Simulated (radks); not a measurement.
Xe II, configuration [Kr] 4d10 5s2 5p4 5d1 (not the ground configuration). Calculated with a radial shooting solver on a logarithmic mesh with Libxc functionals: Dirac Kohn-Sham, PBE, spin-unpolarised, spherical densities, finite nucleus; open shells fill j = l - 1/2 first; Fermi nuclear charge, rms radius 4.7859 fm.

X-ray form factor f0, the Fourier transform of the density (f0(0) = 53):

sin(theta)/lambda (1/angstrom)  f0 (electrons)
0.05                                    51.968
0.1                                     49.424
0.15                                    46.271
0.2                                     43.070
0.25                                    40.078
0.3                                     37.370
0.4                                     32.706
0.5                                     28.774
0.6                                     25.460
0.8                                     20.626
1                                       17.592
1.25                                    14.877
1.5                                     12.484
2                                        8.561
